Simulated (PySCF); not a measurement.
C₄H₄, SMILES C=C1C=C1.

The structure is a stationary point at B3LYP-D3(BJ)/def2-SVP.

Level of theory: PBE/def2-TZVPD in PySCF.

Symmetry labels are those of the subgroup C2v that the program uses (full group C2v).

Computed valence orbital energies around the gap with their symmetry:
```tsv
orbital	symmetry	energy (eV)
HOMO−7	B2	-14.48
HOMO−6	A1	-13.83
HOMO−5	A1	-11.51
HOMO−4	B2	-10.19
HOMO−3	B1	-9.52
HOMO−2	A1	-9.02
HOMO−1	B2	-7.29
HOMO	B1	-5.02
LUMO	A2	-1.76
LUMO+1	A1	0.05
LUMO+2	B1	0.39
LUMO+3	B2	0.50
```
